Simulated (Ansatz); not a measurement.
Isolated molecules relaxed with PBE0-D4/def2-TZVP in Ansatz; ΔE leaves out vibrations. CCSD(T)/CBS adds triple-zeta CCSD(T) − MP2 to the extrapolated MP2 energy (def2 sets, frozen cores). DFT in def2-TZVPP. B3LYP here is the variant with VWN-RPA as its local correlation; programs differ in this. def2 core potentials past Kr. For Br, I outer-core shells are correlated without core-valence functions, which leaves a few kJ/mol of doubt a bond. Scalar relativity is left out up to krypton.

Reaction (substitution at a C–Br bond): `BrCBr` + HI → `BrCI` + HBr

| level | ΔE (kJ/mol) |
| --- | --- |
| PBE-D4 | -8.5 |
| ωB97M-V | -7.3 |
| B3LYP | -6.5 |
| r2SCAN0 | -7.1 |
| HF/def2-SVP | -4.2 |
| CCSD(T)/def2-SVP | -7.8 |
| MP2/def2-TZVPP | -11.9 |
| CCSD/CBS(def2) | -12.6 |

What does CCSD(T)/CBS give? (Best estimate.)

Computed: -13.8 kJ/mol. The listed levels differ from it by 5.3, 6.5, 7.3, 6.7, 9.6, 6.0, 1.9, 1.2 kJ/mol.

Largest T1 diagnostic among the species: 0.008.

At CCSD(T), def2-SVP lies +6.0 kJ/mol from the extrapolated value and def2-TZVPP +5.1 kJ/mol. Leaving LDA and LC-ωPBE aside and taking each functional with its dispersion term where it has one, the values, not all of them listed here, spread over 2.7 kJ/mol, from BLYP-D4 to ωB97X-V.
